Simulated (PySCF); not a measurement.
Molecule: SMILES C=CBOC, C₃H₇BO.

Atom-mapped SMILES (the numbers label the heavy atoms): `[CH2:1]=[CH:2][BH:3][O:4][CH3:5]`; H(Xn) means a hydrogen on atom n. Ha(C1) is cis to B3; Hb(C1) is trans to B3.

Spin–spin couplings on one PBE0-D3(BJ)/def2-SVP geometry, PySCF 2.14, gas phase, non-relativistic, equivalent pairs averaged (spin–dipole term only in couplings to heteroatoms); isotopes 13C, 1H, 11B; basis pcJ-1.

Problem. How do the couplings (Hz) change with the functional? Times are CPU seconds on shared hosts with different chips, so compare them loosely.

Solution. 
| functional | functions | 1J(C1,Ha(C1)) | 1J(C1,Hb(C1)) | 1J(C2,H(C2)) | 1J(C5,H(C5)) | 1J(B3,H(B3)) | 1J(C2,B3) | 1J(C1,C2) | core-s |
| --- | --- | --- | --- | --- | --- | --- | --- | --- | --- |
| LDA | 205 | 128.1 | 127.1 | 115.8 | 111.8 | 109.6 | 60.2 | 46.6 | 15 |
| PBE | 205 | 151.7 | 150.0 | 136.6 | 134.9 | 131.6 | 72.2 | 57.8 | 21 |
| KT2 | 205 | 161.5 | 160.3 | 144.1 | 142.6 | 137.3 | 61.7 | 47.1 | 20 |
| B3LYP | 205 | 166.1 | 164.5 | 149.6 | 148.0 | 142.1 | 78.9 | 65.1 | 20 |
| PBE0 | 205 | 157.1 | 156.0 | 142.1 | 139.8 | 133.3 | 76.0 | 62.7 | 23 |
| B97-2 | 205 | 151.4 | 150.2 | 136.2 | 134.3 | 136.0 | 79.0 | 62.2 | 23 |
| BHandHLYP | 205 | 179.3 | 178.4 | 162.4 | 159.6 | 148.1 | 86.5 | 76.3 | 25 |
| CAM-B3LYP | 205 | 163.4 | 162.3 | 147.8 | 145.6 | 139.1 | 78.0 | 63.9 | 32 | Left out for a near triplet instability: HF/pcJ-1.
